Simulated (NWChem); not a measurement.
# C4H4O2; SMILES C=C1OC=CO1

Program: NWChem. Structure relaxed at the B3LYP/6-31G* (spherical d) level.

### Question
What does the run give for PBE/def2-TZVP? Quantities: highest occupied level (eV); orbital gap (eV); dipole (D).

### Answer
The highest occupied level (eV) is -4.67. The orbital gap (eV) comes out as 3.94 and the dipole (D) is 2.16.
